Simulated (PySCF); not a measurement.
PySCF job for C3H5BFNO, SMILES CB(F)/C=N/C=O, TDDFT-PBE/def2-SVPD. The structure is a stationary point at B3LYP-D3(BJ)/def2-SVP. The structure was generated by enumeration; whether it is a known compound was not checked. The values are those of a single conformer.

```python
import numpy as np
from pyscf import gto, scf, dft, tdscf

mol = gto.M(
    atom='''
    C    -2.58989495    0.15735172   -1.03026228
    B    -1.41546278   -0.38850945   -0.15868755
    F    -1.64231432   -1.24208571    0.82976551
    C     0.09754073    0.02144364   -0.42466306
    N     1.00005608   -0.20414262    0.45206843
    C     2.31315342    0.24451767    0.31153629
    O     2.64100852    1.40224443    0.23607958
    H    -2.46992971    1.22891520   -1.26198211
    H    -3.58085075   -0.01669690   -0.58659375
    H    -2.55901116   -0.36440031   -2.00710294
    H     0.36881541    0.54262742   -1.36687245
    H     3.04586285   -0.59796227    0.35531823
    ''',
    basis='def2-SVPD',
    charge=0,
    spin=0,
    max_memory=1600,
    verbose=4,
)
mf = dft.RKS(mol, xc='pbe').density_fit(auxbasis='def2-universal-jkfit')
mf.grids.level = 3
mf.conv_tol = 1e-9
mf.max_cycle = 100
mf.kernel()
mf.grids = dft.Grids(mol).set(level=1).build(with_non0tab=True)  # coarser grid for the response kernel
td = tdscf.TDDFT(mf)
td.singlet = True
td.nstates = 10
td.conv_tol = 1e-4
td.positive_eig_threshold = 1e-6
td.kernel(x0=td.get_init_guess(mf, 15))
td.analyze()
tt = tdscf.TDA(mf)
tt.singlet = False
tt.nstates = 4
tt.conv_tol = 1e-4
tt.positive_eig_threshold = 1e-6
tt.kernel(x0=tt.get_init_guess(mf, 9))
tt.analyze(verbose=3)
```

Output:

```
PySCF version 2.14.0

[INPUT] verbose = 4
[INPUT] num. atoms = 12
[INPUT] num. electrons = 52
[INPUT] charge = 0
[INPUT] spin (= nelec alpha-beta = 2S) = 0
[INPUT] symmetry False subgroup None
[INPUT] Mole.unit = angstrom
[INPUT] Symbol           X                Y                Z      unit          X                Y                Z       unit  Magmom
[INPUT]  1 C     -2.589894950000   0.157351720000  -1.030262280000 AA   -4.894192146894   0.297351656029  -1.946913545670 Bohr   0.0
[INPUT]  2 B     -1.415462780000  -0.388509450000  -0.158687550000 AA   -2.674836993715  -0.734176457305  -0.299876008878 Bohr   0.0
[INPUT]  3 F     -1.642314320000  -1.242085710000   0.829765510000 AA   -3.103524275251  -2.347201815136   1.568029561510 Bohr   0.0
[INPUT]  4 C      0.097540730000   0.021443640000  -0.424663060000 AA    0.184325265690   0.040522606714  -0.802496878620 Bohr   0.0
[INPUT]  5 N      1.000056080000  -0.204142620000   0.452068430000 AA    1.889832100406  -0.385773642151   0.854285522262 Bohr   0.0
[INPUT]  6 C      2.313153420000   0.244517670000   0.311536290000 AA    4.371226447901   0.462071428917   0.588718265963 Bohr   0.0
[INPUT]  7 O      2.641008520000   1.402244430000   0.236079580000 AA    4.990782795443   2.649857932397   0.446125749802 Bohr   0.0
[INPUT]  8 H     -2.469929710000   1.228915200000  -1.261982110000 AA   -4.667490698826   2.322313158315  -2.384800562001 Bohr   0.0
[INPUT]  9 H     -3.580850750000  -0.016696900000  -0.586593750000 AA   -6.766827210443  -0.031552568129  -1.108501533882 Bohr   0.0
[INPUT] 10 H     -2.559011160000  -0.364400310000  -2.007102940000 AA   -4.835830242106  -0.688616785607  -3.792874860409 Bohr   0.0
[INPUT] 11 H      0.368815410000   0.542627420000  -1.366872450000 AA    0.696960115419   1.025417211479  -2.583014577713 Bohr   0.0
[INPUT] 12 H      3.045862850000  -0.597962270000   0.355318230000 AA    5.755846599487  -1.129984923123   0.671454141765 Bohr   0.0

nuclear repulsion = 256.896292591393
number of shells = 78
number of NR pGTOs = 266
number of NR cGTOs = 186
basis = def2-SVPD
ecp = {}


[settings echo left out]
init E= -371.936916478001
  HOMO = -0.293420653548923  LUMO = -0.167302307896107  gap/eV = 3.43185
cycle= 1 E= -371.17008688455  delta_E= 0.767  |g|= 0.938  |ddm|= 4.92
  HOMO = -0.119213997911384  LUMO = -0.0719047741457866  gap/eV = 1.28735
cycle= 2 E= -368.291651611963  delta_E= 2.88  |g|= 2.98  |ddm|= 3.55
  HOMO = -0.188643335683856  LUMO = -0.104223185621039  gap/eV = 2.29719
cycle= 3 E= -371.03706560139  delta_E= -2.75  |g|= 1.09  |ddm|=  3.5
  HOMO = -0.233916817898234  LUMO = -0.122061443875718  gap/eV = 3.04374
cycle= 4 E= -371.336208223201  delta_E= -0.299  |g|= 0.248  |ddm|= 1.23
  HOMO = -0.2214847925305  LUMO = -0.136085475458514  gap/eV = 2.32383
cycle= 5 E= -371.314598665442  delta_E= 0.0216  |g|= 0.406  |ddm|= 0.684
  HOMO = -0.233418014803016  LUMO = -0.139903079721339  gap/eV = 2.54467
cycle= 6 E= -371.35170441857  delta_E= -0.0371  |g|= 0.0883  |ddm|= 0.481
  HOMO = -0.226769482622479  LUMO = -0.138379421678513  gap/eV = 2.40522
cycle= 7 E= -371.353616384174  delta_E= -0.00191  |g|= 0.0269  |ddm|= 0.12
  HOMO = -0.226465156630886  LUMO = -0.137173729147903  gap/eV = 2.42974
cycle= 8 E= -371.353776213231  delta_E= -0.00016  |g|= 0.00856  |ddm|= 0.0311
  HOMO = -0.227506535049844  LUMO = -0.137959941280913  gap/eV = 2.43669
cycle= 9 E= -371.35379060335  delta_E= -1.44e-05  |g|= 0.00305  |ddm|= 0.0127
  HOMO = -0.227452430691002  LUMO = -0.137889672194869  gap/eV = 2.43713
cycle= 10 E= -371.353792128227  delta_E= -1.52e-06  |g|= 0.00107  |ddm|= 0.00328
  HOMO = -0.227351965290701  LUMO = -0.137847322310499  gap/eV = 2.43555
cycle= 11 E= -371.353792421688  delta_E= -2.93e-07  |g|= 0.000159  |ddm|= 0.00137
  HOMO = -0.227356035700043  LUMO = -0.137855398441101  gap/eV = 2.43544
cycle= 12 E= -371.35379242719  delta_E= -5.5e-09  |g|= 3.82e-05  |ddm|= 0.000214
  HOMO = -0.227354085511277  LUMO = -0.137858847955032  gap/eV = 2.43529
cycle= 13 E= -371.353792426994  delta_E= 1.96e-10  |g|= 4.61e-05  |ddm|= 0.000109
  HOMO = -0.227354693204552  LUMO = -0.137855447143668  gap/eV = 2.43540
cycle= 14 E= -371.353792427553  delta_E= -5.59e-10  |g|= 1.07e-05  |ddm|= 6.23e-05
  HOMO = -0.2273540875559  LUMO = -0.137855237518812  gap/eV = 2.43539
Extra cycle  E= -371.353792427413  delta_E= 1.4e-10  |g|= 2.75e-05  |ddm|= 4.28e-05
converged SCF energy = -371.353792427413
tot grids = 48680
Overwritten attributes  positive_eig_threshold  of <class 'pyscf.tdscf.rks.CasidaTDDFT'>


******** <class 'pyscf.tdscf.rks.CasidaTDDFT'> for <class 'pyscf.df.df_jk.DFRKS'> ********
nstates = 10 singlet
deg_eia_thresh = 1.000e-03
wfnsym = None
conv_tol = 0.0001
eigh lindep = 1e-12
eigh level_shift = 0
eigh max_cycle = 100


Excitation energies (eV)
[2.57079684 3.79100853 4.69182363 4.80109719 5.65315219 5.91911021
 5.98963638 6.12169869 6.28266154 6.53390117]

** Singlet excitation energies and oscillator strengths **
Excited State   1:      2.57080 eV    482.28 nm  f=0.0001
      26 -> 27       -0.70435
Excited State   2:      3.79101 eV    327.05 nm  f=0.0044
      25 -> 27       -0.70199
Excited State   3:      4.69182 eV    264.26 nm  f=0.0006
      24 -> 27        0.61998
      26 -> 28        0.33677
Excited State   4:      4.80110 eV    258.24 nm  f=0.0181
      24 -> 27       -0.33239
      25 -> 28        0.10066
      26 -> 28        0.61018
Excited State   5:      5.65315 eV    219.32 nm  f=0.0057
      23 -> 27        0.13150
      26 -> 29       -0.69291
Excited State   6:      5.91911 eV    209.46 nm  f=0.0028
      22 -> 27        0.24850
      23 -> 27       -0.22917
      25 -> 28       -0.53200
      26 -> 30        0.27257
Excited State   7:      5.98964 eV    207.00 nm  f=0.0022
      22 -> 27       -0.15328
      25 -> 28        0.20156
      26 -> 30        0.64872
Excited State   8:      6.12170 eV    202.53 nm  f=0.0785
      22 -> 27        0.49488
      23 -> 27       -0.27513
      24 -> 28       -0.20407
      25 -> 28        0.32883
Excited State   9:      6.28266 eV    197.34 nm  f=0.1706
      20 -> 27        0.28485
      21 -> 27        0.16345
      22 -> 27       -0.34370
      23 -> 27       -0.46306
      24 -> 28       -0.11781
Excited State  10:      6.53390 eV    189.76 nm  f=0.0878
      20 -> 27       -0.26825
      21 -> 27       -0.55462
      22 -> 27       -0.17055
      23 -> 27       -0.20881
      23 -> 28       -0.10768
      24 -> 28        0.12322

** Transition electric dipole moments (AU) **
state          X           Y           Z        Dip. S.      Osc.
  1        -0.0331     -0.0196     -0.0232      0.0020      0.0001
  2         0.1148      0.1853      0.0131      0.0477      0.0044
  3        -0.0506     -0.0484     -0.0123      0.0051      0.0006
  4         0.3304      0.1608      0.1379      0.1541      0.0181
  5         0.2009     -0.0214      0.0035      0.0408      0.0057
  6        -0.1124      0.0556     -0.0603      0.0194      0.0028
  7        -0.0763     -0.0950      0.0051      0.0149      0.0022
  8        -0.7003     -0.1423     -0.1142      0.5237      0.0785
  9        -1.0013     -0.1532     -0.2869      1.1083      0.1706
 10        -0.6877     -0.0150     -0.2749      0.5488      0.0878

** Transition velocity dipole moments (imaginary part, AU) **
state          X           Y           Z        Dip. S.      Osc.
  1        -0.0016     -0.0041     -0.0034      0.0000      0.0002
  2         0.0144      0.0302      0.0039      0.0011      0.0054
  3        -0.0095     -0.0088     -0.0023      0.0002      0.0007
  4         0.0563      0.0277      0.0256      0.0046      0.0173
  5         0.0422     -0.0057      0.0006      0.0018      0.0058
  6        -0.0252      0.0112     -0.0152      0.0010      0.0030
  7        -0.0181     -0.0185      0.0014      0.0007      0.0020
  8        -0.1559     -0.0302     -0.0237      0.0258      0.0764
  9        -0.2283     -0.0356     -0.0653      0.0577      0.1665
 10        -0.1643     -0.0031     -0.0651      0.0312      0.0868

** Transition magnetic dipole moments (imaginary part, AU) **
state          X           Y           Z
  1        -0.3753     -0.3130     -0.1834
  2         0.6733      0.0036      0.0709
  3         0.0597      0.5701     -0.2383
  4         0.1622      0.5500      0.0606
  5         0.2168     -0.0096      0.2979
  6        -0.3735     -0.7097      0.2096
  7         0.2927      0.0459      0.2658
  8         0.1384      0.2954      0.2722
  9         0.0338      0.0319      0.1726
 10        -0.2885      0.0650     -0.1690
Overwritten attributes  positive_eig_threshold  of <class 'pyscf.tdscf.rks.TDA'>


******** <class 'pyscf.tdscf.rks.TDA'> for <class 'pyscf.df.df_jk.DFRKS'> ********
nstates = 4 triplet
deg_eia_thresh = 1.000e-03
wfnsym = None
conv_tol = 0.0001
eigh lindep = 1e-12
eigh level_shift = 0
eigh max_cycle = 100


Excitation energies (eV)
[2.21885751 3.25648774 4.18944314 4.29833051]

** Triplet excitation energies and oscillator strengths **
Excited State   1:      2.21886 eV    558.77 nm  f=0.0000
Excited State   2:      3.25649 eV    380.73 nm  f=0.0000
Excited State   3:      4.18944 eV    295.94 nm  f=0.0000
Excited State   4:      4.29833 eV    288.45 nm  f=0.0000
```

The run converged.
